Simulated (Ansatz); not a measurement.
`O[SiH2]S[SiH2]Cl` at its PBE0-D4/def2-TZVP geometry, where that method's forces vanish. Total charge 0; spin multiplicity 1.

```xyz
10

O     1.5412    0.0883    1.0370
Si    1.0392   -1.1455    0.0841
S    -1.0926   -1.1632   -0.1500
Si   -1.3384    0.8926   -0.6104
Cl   -1.4338    2.0450    1.0929
H     1.0587    0.2656    1.8471
H     1.3450   -2.4863    0.6395
H     1.7158   -0.9302   -1.2120
H    -2.6310    1.0413   -1.3106
H    -0.2041    1.3924   -1.4176
```

Question: What forces (eV/Å) does r2SCAN-D4/def2-TZVPP give on these atoms in the Gaussian-basis code of Ansatz? (Estimate.)

Answer: Computed: 
```
O1   0.041  0.048  0.004
Si2  0.031 -0.064 -0.030
S3  -0.050 -0.062 -0.012
Si4 -0.014  0.017 -0.062
Cl5 -0.002  0.052  0.057
H6  -0.014  0.007  0.025
H7   0.003  0.018 -0.019
H8  -0.003 -0.007  0.030
H9   0.030 -0.001  0.004
H10 -0.023 -0.007  0.004
```
